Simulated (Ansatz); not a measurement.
Born–Oppenheimer molecular dynamics of H₂S₂Zn (5 atoms, charge 0, multiplicity 1). It goes on from the last frame of an earlier run, with new velocities.

All numbers below come from RKS B3LYP-D4/def2-SVP (Ansatz).

```yaml
ensemble: NVT, Langevin thermostat
time_step: 1 fs
steps_asked: 150
set_temperature: 500 K
friction: 0.5 /fs
seed: 424625
```

Frames 10 fs apart, positions in Å.

Velocities at 10.0 fs (Å/ps):

```
S 1.69 -1.08 0.35
Zn 0.29 1.26 -1.53
S 2.79 3.00 -5.89
H -5.12 -7.82 -15.81
H 7.44 -34.83 -42.69
```

```xyz
5
Properties=species:S:1:pos:R:3 time_fs=10.0 energy_less_start_eV=0.050 T=441
S -0.727 0.334 -2.081
Zn 0.100 0.280 -0.064
S 1.048 0.440 1.893
H -1.783 -0.305 -1.574
H 1.748 -0.761 1.679
5
Properties=species:S:1:pos:R:3 time_fs=20.0 energy_less_start_eV=0.066 T=595
S -0.732 0.350 -2.051
Zn 0.102 0.297 -0.071
S 1.043 0.449 1.867
H -1.847 -0.301 -1.519
H 1.611 -0.727 1.586
5
Properties=species:S:1:pos:R:3 time_fs=30.0 energy_less_start_eV=0.087 T=455
S -0.744 0.368 -2.021
Zn 0.093 0.324 -0.078
S 1.028 0.464 1.873
H -1.871 -0.118 -1.422
H 1.666 -0.654 1.572
5
Properties=species:S:1:pos:R:3 time_fs=40.0 energy_less_start_eV=0.042 T=524
S -0.751 0.376 -2.031
Zn 0.101 0.314 -0.073
S 1.016 0.465 1.898
H -2.013 -0.029 -1.589
H 1.755 -0.699 1.752
5
Properties=species:S:1:pos:R:3 time_fs=50.0 energy_less_start_eV=0.122 T=527
S -0.733 0.390 -2.073
Zn 0.099 0.320 -0.052
S 0.985 0.472 1.898
H -1.952 0.031 -1.435
H 1.732 -0.571 1.692
5
Properties=species:S:1:pos:R:3 time_fs=60.0 energy_less_start_eV=0.116 T=389
S -0.736 0.410 -2.069
Zn 0.130 0.331 -0.038
S 0.970 0.445 1.906
H -1.812 0.102 -1.327
H 1.885 -0.505 1.662
5
Properties=species:S:1:pos:R:3 time_fs=70.0 energy_less_start_eV=0.224 T=118
S -0.689 0.438 -2.045
Zn 0.111 0.346 -0.047
S 0.964 0.432 1.943
H -1.933 0.217 -1.290
H 1.954 -0.531 1.751
5
Properties=species:S:1:pos:R:3 time_fs=80.0 energy_less_start_eV=0.018 T=785
S -0.722 0.433 -2.048
Zn 0.108 0.355 -0.060
S 0.926 0.459 1.963
H -1.924 0.147 -1.512
H 1.771 -0.571 1.832
5
Properties=species:S:1:pos:R:3 time_fs=90.0 energy_less_start_eV=0.013 T=689
S -0.755 0.417 -2.057
Zn 0.115 0.355 -0.054
S 0.901 0.472 1.950
H -1.927 0.024 -1.473
H 1.707 -0.608 1.821
5
Properties=species:S:1:pos:R:3 time_fs=100.0 energy_less_start_eV=0.061 T=550
S -0.769 0.416 -2.073
Zn 0.100 0.364 -0.055
S 0.905 0.491 1.940
H -1.916 -0.021 -1.411
H 1.634 -0.668 1.718
5
Properties=species:S:1:pos:R:3 time_fs=110.0 energy_less_start_eV=0.119 T=787
S -0.765 0.400 -2.062
Zn 0.083 0.378 -0.059
S 0.922 0.514 1.934
H -1.823 -0.124 -1.322
H 1.597 -0.605 1.903
5
Properties=species:S:1:pos:R:3 time_fs=120.0 energy_less_start_eV=0.016 T=347
S -0.760 0.395 -2.053
Zn 0.092 0.379 -0.075
S 0.973 0.550 1.941
H -1.988 0.123 -1.530
H 1.760 -0.531 1.881
```

Of the whole run (150 fs, mean temperature of the second half 504 K): A run of 0.15 ps of so small a system gives no equilibrium averages. The friction is so strong that the motion is overdamped, so the time scale means little.

Run time: 4.2 min on 1 CPU thread of a shared host.
